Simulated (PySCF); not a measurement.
**Broadened absorption spectrum of CH6Cl2P2Si**

Species: CH6Cl2P2Si.
Z-matrix (Å and degrees, GFN2-xTB geometry), rows numbered from 1:
```
P 
Si  1  2.2603
P   2  2.2715  1  117.40
Cl  2  2.0481  1  107.50  3  -130.65
C   2  1.9230  1  105.40  3   116.42
Cl  5  1.7806  2  107.13  1   -64.83
H   1  1.3836  2   94.11  3   -39.28
H   1  1.3871  2   94.84  3    53.90
H   3  1.3886  2   94.09  1   -71.26
H   3  1.3897  2   94.01  1  -163.67
H   5  1.0871  2  113.33  1   177.22
H   5  1.0871  2  112.60  1    52.86
```

The calculation used PySCF, TDDFT PBE0/def2-SVPD, vertical, gas phase, core orbitals frozen in the response. GFN2-xTB frequencies show an imaginary mode (25i cm⁻¹), so this geometry is no minimum at that level.

Broadening: Gaussians 0.5 eV wide at half height, area fixed by f = 4.319×10⁻⁹ ∫ε dν̃. The cross-section is σ = 3.8235×10⁻²¹ ε cm², given in Mb (10⁻¹⁸ cm²). The width is an assumption, not a result. The curve ends short of the highest state used, and states not computed would add to its high-energy end.

```json
{"E (eV)": "5.20", "σ (Mb)": "0.05"}
{"E (eV)": "5.23", "σ (Mb)": "0.08"}
{"E (eV)": "5.26", "σ (Mb)": "0.14"}
{"E (eV)": "5.29", "σ (Mb)": "0.21"}
{"E (eV)": "5.32", "σ (Mb)": "0.33"}
{"E (eV)": "5.35", "σ (Mb)": "0.49"}
{"E (eV)": "5.38", "σ (Mb)": "0.73"}
{"E (eV)": "5.41", "σ (Mb)": "1.06"}
{"E (eV)": "5.44", "σ (Mb)": "1.51"}
{"E (eV)": "5.47", "σ (Mb)": "2.10"}
{"E (eV)": "5.50", "σ (Mb)": "2.87"}
{"E (eV)": "5.53", "σ (Mb)": "3.85"}
{"E (eV)": "5.56", "σ (Mb)": "5.06"}
{"E (eV)": "5.59", "σ (Mb)": "6.51"}
{"E (eV)": "5.62", "σ (Mb)": "8.21"}
{"E (eV)": "5.65", "σ (Mb)": "10.16"}
{"E (eV)": "5.68", "σ (Mb)": "12.33"}
{"E (eV)": "5.71", "σ (Mb)": "14.66"}
{"E (eV)": "5.74", "σ (Mb)": "17.10"}
{"E (eV)": "5.77", "σ (Mb)": "19.56"}
{"E (eV)": "5.80", "σ (Mb)": "21.94"}
{"E (eV)": "5.83", "σ (Mb)": "24.15"}
{"E (eV)": "5.85", "σ (Mb)": "25.47"}
{"E (eV)": "5.88", "σ (Mb)": "27.17"}
{"E (eV)": "5.91", "σ (Mb)": "28.46"}
{"E (eV)": "5.94", "σ (Mb)": "29.30"}
{"E (eV)": "5.97", "σ (Mb)": "29.66"}
{"E (eV)": "6.00", "σ (Mb)": "29.58"}
{"E (eV)": "6.03", "σ (Mb)": "29.10"}
{"E (eV)": "6.06", "σ (Mb)": "28.30"}
{"E (eV)": "6.09", "σ (Mb)": "27.30"}
{"E (eV)": "6.12", "σ (Mb)": "26.21"}
{"E (eV)": "6.15", "σ (Mb)": "25.17"}
{"E (eV)": "6.18", "σ (Mb)": "24.29"}
{"E (eV)": "6.21", "σ (Mb)": "23.67"}
{"E (eV)": "6.24", "σ (Mb)": "23.42"}
```

Question: Where are the band maxima, and which computed states make them?

Answer: 207 nm (5.98 eV), ε about 7800, made up of S1 (94%) (ε in L mol⁻¹ cm⁻¹; maxima over ε = 5, shares over 10%). The states used: S1 5.95 eV (f 0.136); S2 6.06 eV (f 0.0024); S3 6.39 eV (f 0.037); S4 6.51 eV (f 0.0021); S5 6.60 eV (f 0.082); S6 6.66 eV (f 0.0037); S7 6.73 eV (f 0.099); S8 6.84 eV (f 0.019).

Question: What would ε be at 5.98 eV, the highest of these maxima, with half the width (0.25 eV)?

Answer: About 14400 L mol⁻¹ cm⁻¹ against 7760, a factor of about 1.9; a lone state at its own centre would give exactly 2.

Question: Coming from long wavelengths, where does ε first pass 100 L mol⁻¹ cm⁻¹?

Answer: At about 233 nm (5.33 eV), 0.62 eV below S1.

Question: On this curve, what absorbance would a 10⁻⁵ mol/L sample give at 222 nm over a 1 cm path?

Answer: 222 nm is 5.585 eV, where ε is about 1600 L mol⁻¹ cm⁻¹, so A = ε c l ≈ 0.016 (Beer–Lambert, with the gas-phase spectrum and the assumed width).

The run took 27 s of wall time on an AMD EPYC 7R43 with one thread, shared host, and the process peaked at 0.76 GiB of memory.

One conformer stands for the species.
